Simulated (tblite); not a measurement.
Run record: tight-binding relaxation, `C[C@]1([O][GeH3])CC12CC2`.

Computed with GFN2-xTB geometry optimisation, gas phase (tblite 0.8.0). Start geometry: from a force field or distance geometry. The command runs a driver script over a list of jobs; the input below is this job's line of settings and its coordinates in Å.

Command:
```bash
OMP_NUM_THREADS=1 python probes_run.py task.json out
```

Input:
```
{"job": {"kind": "relax", "xc": "GFN2-xTB", "basis": "xTB"}, "charge": 0, "multiplicity": 1}
C     -0.071000     1.469300     0.912300
C      0.535200     0.474400    -0.095900
O      1.910400     0.172300     0.110300
Ge     2.005100    -1.157700     1.294900
C      0.296100     0.898700    -1.481800
C     -0.235900    -0.494100    -1.060200
C     -1.738100    -0.349500    -1.409500
C     -1.366200    -1.027700    -0.146800
H      0.568600     2.371700     0.978300
H     -0.141100     1.011700     1.925400
H     -1.104800     1.789500     0.616500
H      1.186400    -2.391300     0.813200
H      1.472300    -0.698000     2.694000
H      3.492300    -1.590600     1.456700
H     -0.410300     1.762900    -1.620500
H      1.179700     0.833200    -2.144900
H     -2.089000    -1.046400    -2.192200
H     -2.277800     0.597000    -1.210800
H     -1.725300    -0.482100     0.753900
H     -1.491800    -2.132800    -0.196000
```

Output:
```
step      E/eV     max force
  0    -674.49285    3.420
  1    -674.90645    2.011
  2    -675.20486    0.661
  3    -675.26286    0.679
  4    -675.40107    0.670
  5    -675.45306    0.636
  6    -675.53031    0.631
  7    -675.59812    0.609
  8    -675.69909    0.835
  9    -675.81797    1.055
... (175 lines left out)
185    -678.30166    0.019
186    -678.30173    0.018
187    -678.30181    0.016
188    -678.30188    0.017
189    -678.30194    0.018
190    -678.30200    0.019
191    -678.30203    0.016
192    -678.30206    0.014
193    -678.30208    0.011
194    -678.30209    0.008
```

«max force» is the largest atomic force in eV/Å.

**Question.** From which step on does the largest force stay under 0.1 eV/Å, and how much energy is left to gain from there?

**Answer.** From step 150 (0.053 eV/Å), 7.1 meV above the end.

In short: energy lowered by 87.8 kcal/mol over 194 steps; largest atomic force 0.008 eV/Å at the end.

**Question.** Give the final coordinates.

**Answer.** 0.971 Å rms from the input after alignment:
```
atom  x, y, z in Å
C1    -0.0508    2.1565    0.5718
C2     0.4006    0.8007    0.0768
O3     1.4007    0.2815    0.8982
Ge4    1.8224   -1.3603    1.2876
C5     0.4985    0.5533   -1.4174
C6    -0.5692   -0.0828   -0.6036
C7    -2.0361   -0.2501   -0.6819
C8    -1.1351   -1.4399   -0.4334
H9     0.7940    2.8419    0.5953
H10   -0.4461    2.0631    1.5819
H11   -0.8233    2.5566   -0.0786
H12    1.9033   -2.2201    0.0576
H13    0.8433   -1.9538    2.2647
H14    3.1521   -1.1212    1.9157
H15    0.2391    1.3547   -2.0944
H16    1.3134   -0.0709   -1.7591
H17   -2.5149   -0.1662   -1.6475
H18   -2.6425    0.1080    0.1378
H19   -1.1465   -1.8805    0.5556
H20   -1.0079   -2.1599   -1.2299
```

**Question.** Estimate the wall time. Hardware: one thread of an AMD EPYC 7R43 (shared host).

**Answer.** About 1.6 s.
Labels such as C1 count atoms from 1, the log's own numbers from 0.
